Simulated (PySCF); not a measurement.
dichlorosilane (H2Cl2Si), SMILES Cl[SiH2]Cl. Atoms are numbered in the order given.

```xyz
5

Cl    -1.6824     0.0000    -0.4085
Si     0.0000     0.0000     0.7664
Cl     1.6824     0.0000    -0.4085
H      0.0000     1.2244     1.5799
H      0.0000    -1.2244     1.5799
```

The structure is a stationary point at B3LYP-D3(BJ)/def2-TZVP.

Computed with TDDFT-M06-2X/def2-SVPD in PySCF.

Vertical excitations. Gas-phase values at a fixed geometry. State labels are in the subgroup C2v.

Computed excitation energies, oscillator strengths and character:
```tsv
state	symmetry	energy (eV)	λ (nm)	f	main pairs
S1	B2	7.56	164	0.013	HOMO→LUMO 91 %
S2	A2	7.76	160	0.000	HOMO→LUMO+1 86 %
S3	B1	8.06	154	0.027	HOMO−1→LUMO 73 %, HOMO−3→LUMO+1 18 %
S4	A2	8.29	150	0.000	HOMO−2→LUMO 83 %
S5	A1	8.31	149	0.051	HOMO−1→LUMO+1 50 %, HOMO−3→LUMO 40 %
S6	B2	8.54	145	0.016	HOMO→LUMO+2 88 %
S7	A1	8.57	145	0.004	HOMO−3→LUMO 52 %, HOMO−1→LUMO+1 39 %
S8	B2	8.70	142	0.028	HOMO−2→LUMO+1 88 %
S9	B1	8.98	138	0.098	HOMO−3→LUMO+1 67 %, HOMO−1→LUMO 14 %
S10	B1	9.03	137	0.046	HOMO−1→LUMO+2 83 %
T1	B2	7.30	170	0	HOMO→LUMO 87 %
T2	A2	7.44	167	0	HOMO→LUMO+1 79 %
T3	B1	7.61	163	0	HOMO−1→LUMO 84 %
T4	A1	7.86	158	0	HOMO−3→LUMO 50 %, HOMO−1→LUMO+1 38 %
```
Triplets are in the Tamm–Dancoff approximation, which puts them higher than full response would, so one can lie above its singlet here.
